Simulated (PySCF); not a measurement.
Problem. What does the PBE0-D3(BJ)/def2-SVP structure of InChI=1S/C2HBF2S2/c4-2-1-6-3(5)7-2/h1H look like in three dimensions?

Solution. 
Z-matrix in Å and degrees, rows numbered from 1:
```
F 
B   1  1.3214
S   2  1.8033  1  123.32
C   3  1.7458  2   94.54  1  -179.85
C   4  1.3434  3  117.68  2     0.02
F   5  1.3205  4  123.68  3   179.88
S   5  1.7522  4  120.34  3    -0.17
H   4  1.0906  3  119.45  2   179.99
```

S7 (ring sulfur) is bent (angle 93.0°). B2 (ring boron) is planar (angles 123.3°, 122.2° and 114.5°, sum 360.0°, 0.00 Å off the plane of its three neighbours). The 5-membered ring B2–S3–C4–C5–S7 has internal angles of 93.0° to 120.3° (sum 540°, against 540° for a flat polygon); it is planar, 0.00 Å rms from its mean plane, widest ring torsion 0°. The 7 heavy atoms lie in one plane (0.002 Å rms).

The calculation used PBE0-D3(BJ)/def2-SVP geometry optimisation, gas phase in PySCF.

Point group: Cs (tolerance 0.08 Å). Stationary, but not proved a minimum.
